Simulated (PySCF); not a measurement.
BiI2 (SMILES [I][Bi+][I]), charge +1, singlet, at a GFN2-xTB geometry (such geometries of metal compounds can be far from the true shape) (core potentials on Bi, I); PySCF with PBE0/def2-SV(P).

Input for PySCF:
```python
from pyscf import gto, scf, dft

mol = gto.Mole()
mol.atom = '''
    Bi    0.86767310    0.43113642    0.27718616
    I    -1.00884033    1.16616633   -1.52475723
    I    -0.34996849   -1.84134224    1.09067324
'''
mol.basis = 'def2-sv(p)'
mol.ecp = {'Bi': 'def2-sv(p)', 'I': 'def2-sv(p)'}
mol.charge = 1
mol.verbose = 4
mol.build()

mf = dft.RKS(mol)
mf.xc = 'pbe0'
mf.kernel()
mf.analyze()
```

It wrote (shortened):

```
PySCF version 2.14.0

[INPUT] verbose = 4
[INPUT] num. atoms = 3
[INPUT] num. electrons = 72
[INPUT] charge = 1
[INPUT] spin (= nelec alpha-beta = 2S) = 0
[INPUT] symmetry False subgroup None
[INPUT] Mole.unit = angstrom
[INPUT] Symbol           X                Y                Z      unit          X                Y                Z       unit  Magmom
[...]
nuclear repulsion = 306.97380617664
number of shells = 30
number of NR pGTOs = 183
number of NR cGTOs = 78
basis = def2-sv(p)
ecp = {'Bi': 'def2-sv(p)', 'I': 'def2-sv(p)'}

******** <class 'pyscf.dft.rks.RKS'> ********
method = RKS
initial guess = minao
damping factor = 0
level_shift factor = 0
DIIS = <class 'pyscf.scf.diis.CDIIS'>
diis_start_cycle = 1
diis_space = 8
diis_damp = 0
SCF conv_tol = 1e-09
SCF conv_tol_grad = None
SCF max_cycles = 50
direct_scf = True
direct_scf_tol = 1e-13
XC library pyscf.dft.libxc version 7.1.2
    S. Lehtola, C. Steigemann, M. J. T. Oliveira, and M. A. L. Marques,  SoftwareX 7, 1–5 (2018)
XC functionals = pbe0
    C. Adamo and V. Barone,  J. Chem. Phys. 110, 6158 (1999)
    M. Ernzerhof and G. E. Scuseria,  J. Chem. Phys. 110, 5029 (1999)
radial grids:
    Treutler-Ahlrichs [JCP 102, 346 (1995); DOI:10.1063/1.469408] (M4) radial grids

becke partition: Becke, JCP 88, 2547 (1988); DOI:10.1063/1.454033
pruning grids: <function nwchem_prune>
grids dens level: 3
symmetrized grids: False
atomic radii adjust function: <function treutler_atomic_radii_adjust>
small_rho_cutoff = 0
Set gradient conv threshold to 3.16228e-05
Initial guess from minao.
tot grids = 67360
init E= -720.1137542964
[...]
cycle= 1 E= -806.934054875979  delta_E= -86.8  |g|= 4.11  |ddm|= 17.5
[...]
cycle= 2 E= -806.363233003348  delta_E= 0.571  |g|= 3.42  |ddm|= 11.1
[...]
cycle= 3 E= -809.08351227734  delta_E= -2.72  |g|= 1.28  |ddm|=  6.3
[...]
cycle= 4 E= -809.684765211295  delta_E= -0.601  |g|= 0.669  |ddm|= 3.46
[...]
cycle= 5 E= -809.852985300626  delta_E= -0.168  |g|= 0.143  |ddm|= 1.18
[...]
cycle= 6 E= -809.860222909798  delta_E= -0.00724  |g|= 0.0432  |ddm|= 0.275
[...]
cycle= 7 E= -809.860912242198  delta_E= -0.000689  |g|= 0.00596  |ddm|= 0.0663
[...]
cycle= 8 E= -809.860926650384  delta_E= -1.44e-05  |g|= 0.000761  |ddm|= 0.0101
[...]
cycle= 9 E= -809.860926846515  delta_E= -1.96e-07  |g|= 0.000287  |ddm|= 0.00124
[...]
cycle= 10 E= -809.860926877381  delta_E= -3.09e-08  |g|= 8.32e-05  |ddm|= 0.000453
[...]
cycle= 11 E= -809.860926880497  delta_E= -3.12e-09  |g|= 2.14e-05  |ddm|= 0.000185
[...]
cycle= 12 E= -809.860926880654  delta_E= -1.56e-10  |g|= 1.18e-05  |ddm|= 6.03e-05
[...]
Extra cycle  E= -809.860926880452  delta_E= 2.02e-10  |g|= 2.4e-05  |ddm|= 6.86e-05
converged SCF energy = -809.860926880452
**** SCF Summaries ****
Total Energy =                        -809.860926880452098
Nuclear Repulsion Energy =             306.973806176639926
One-electron Energy =                -2007.204644781055777
Two-electron Energy =                  890.369911723963696
Two-electron Coulomb Energy =          951.805982675218161
DFT Exchange-Correlation Energy =      -61.436070951254472
HOMO-LUMO gap [eV] =                     2.932943137951135
**** MO energy ****
[...]
WARN: System has nonzero charge 1; the dipole moment is origin-dependent.
Location of origin: [0. 0. 0.]

Dipole moment(X, Y, Z, Debye):  2.20197,  1.09453,  0.70315
```
